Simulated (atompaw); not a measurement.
Ca (Z = 20): PAW (atompaw) pseudisation with LDA (PW92), scalar-relativistic reference atom.

- Element: Ca (Z = 20)
- Generator: atompaw 4.2.0.5
- Type: PAW
- Functional: LDA (PW92)
- Relativity: scalar-relativistic
- Frozen core: [Ne]
- Valence charge: 10
- Reference configuration: 3s2 3p6 3d0 4s2 4p0
- Partial waves: 3s (bound); 4s (bound); 3p (bound); 4p (bound, empty); 3d (bound, empty); 3d channel at 1.45 Ry
- Local potential: ultrasoft scheme with l = 3 at 0.5 Ry, radius 2.70 bohr
- Core correction: smooth core density matched at 2.60 bohr
- Augmentation charge: sinc compensation charge, radius 2.65 bohr; PAW radius 2.85 bohr; waves and projectors: bloechl

Task: Does the generator finish with these settings?

Result: Yes, a potential is produced.

Task: Estimate the cutoffs (Ry, on a coarse ladder) from which the occupation-weighted sum of valence levels, in a spherical-Bessel basis at the reference potential, stays within 10 and 1 mRy of its value at 400 Ry.

Result: 21 Ry and 25 Ry.

Task: What does a ghost test show?

Result: No extra level below or beside the all-electron valence levels (s, p, d, f tested).

Task: Is the overlap operator S = 1 + Σ q|β⟩⟨β| positive definite (Bessel basis up to 400 Ry)?

Result: Yes: its lowest eigenvalue is 0.62 (s channel).
